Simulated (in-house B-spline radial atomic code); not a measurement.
Computed with a B-spline radial atomic code. Model: two electrons, singlet ground state, non-relativistic, full CI in B-splines with partial waves to l = 8 (at full coupling up to 3e-4 hartree above the limit, correlation up to 0.6 % small), density held at that of full coupling by Lieb maximisation.

W(λ) is the mean repulsion in the state of coupling λ less the Hartree energy of the fixed density. Its start is exact exchange, its initial slope is twice the second-order Görling-Levy correlation energy, and its area from 0 to 1 is E_xc. A straight curve means weak, dynamic correlation, and a curve that drops fast and flattens means strong correlation.

Command:
```bash
python run_ac.py task.json out
```
Settings (lengths in bohr, energies in hartree):
```
potential              harmonic
strength               1.22
lmax                   8
```

Cost of the run: 7.6 s on 1 thread of Intel(R) Xeon(R) Processor @ 2.30GHz, with other jobs on the host.

**W = mean repulsion less Hartree energy, and W of three functionals.**

Given: confinement harmonic well; well frequency 1.22 hartree; external potential omega^2 r^2/2.

Computed: LDA exchange minus exact 119.86 millihartree; SCAN exchange minus exact 2.2095 millihartree.

```csv
coupling,W xc (hartree),W xc minus exchange (millihartree),kinetic minus Kohn-Sham (millihartree),LDA (PW92) W minus its exchange (millihartree),PBE W minus its exchange (millihartree),SCAN W minus its exchange (millihartree)
0,-0.82963,0,0,0,0,0
0.02,?,?,?,?,?,?
0.05,-0.83458,-4.948,0.12,-23.43,-7.98,-4.66
0.12,-0.84127,-11.642,0.69,-44.42,-18.08,-10.87
0.25,-0.85302,-23.392,2.85,-73.31,-34.62,-21.66
0.4,?,?,?,?,?,?
0.6,-0.88077,-51.14,14.49,-126.45,-70.44,-47.09
0.8,-0.89445,-64.819,24.05,-149.01,-87.2,-59.77
1,-0.90679,-77.167,35.14,-168.26,-102.06,-71.35
1.4,-0.92815,-98.523,60.63,-199.96,-127.51,-91.82
2,-0.95372,-124.09,103.76,-236.51,-158.08,-117.22
3,-0.98475,-155.12,180.37,-280.42,-196.18,-149.66
4.5,-1.0155,-185.91,294.09,-325.06,-236.08,-183.7
7,-1.0465,-216.86,468.49,-372.41,-279.37,-219.25
10,-1.0686,-238.99,653.94,-408.48,-312.84,-244.49
```

Q: What belongs in the row 0.02?

A: W xc (hartree): -0.83162; W xc minus exchange (millihartree): -1.996; kinetic minus Kohn-Sham (millihartree): 0.02; LDA (PW92) W minus its exchange (millihartree): -11.53; PBE W minus its exchange (millihartree): -3.29; SCAN W minus its exchange (millihartree): -1.9.

Q: What belongs in the row 0.4?

A: W xc (hartree): -0.86556; W xc minus exchange (millihartree): -35.934; kinetic minus Kohn-Sham (millihartree): 6.92; LDA (PW92) W minus its exchange (millihartree): -99.02; PBE W minus its exchange (millihartree): -51.22; SCAN W minus its exchange (millihartree): -33.13.

Q: What is the PBE exchange minus exact?

A: 35.467 millihartree.

**Energy parts, natural occupations and partial-wave weights.**

Computed: total energy 4.4727 hartree; exchange energy -0.82963 hartree; kinetic part of the DFT correlation energy 0.035138 hartree; initial slope twice GL2 -0.10037 hartree; kinetic part over minus potential part 0.45535; Hartree energy 1.6593 hartree; Lieb Oxford ratio E_xc over LDA exchange 1.2281.

```json
{"natural": "s", "occupation of the shell (electrons)": "1.9765"}
{"natural": "p", "occupation of the shell (electrons)": "0.02132"}
{"natural": "s", "occupation of the shell (electrons)": "0.0011674"}
{"natural": "d", "occupation of the shell (electrons)": "0.0007111"}
{"natural": "p", "occupation of the shell (electrons)": "?"}
{"natural": "f", "occupation of the shell (electrons)": "8.7133e-05"}
```

Q: What belongs in the row p?

A: occupation of the shell (electrons): 0.00015079.

```tsv
wave	weight
s	0.98882
p	?
d	0.00037139
f	4.7974e-05
g	1.0676e-05
```

Q: What belongs in the row p?

A: weight: 0.01074.

Q: What is the correlation energy?

A: -0.042029 hartree.

Q: What is the Kohn-Sham kinetic?

A: 1.6369 hartree.

Half-way to full coupling W has made 56 % of its drop, against 50 % for a straight line, and second-order (GL2) theory, half the initial slope, overshoots the correlation energy by about 19 %: a moderate bend, as in light atoms. Over couplings 0 to 1 the errors in E_xc come to about +56 millihartree for LDA, +20 millihartree for PBE, +5.4 millihartree for SCAN, so SCAN is nearest. In LDA and PBE the errors of exchange and correlation have opposite signs, so the sum is smaller than the larger of the two.
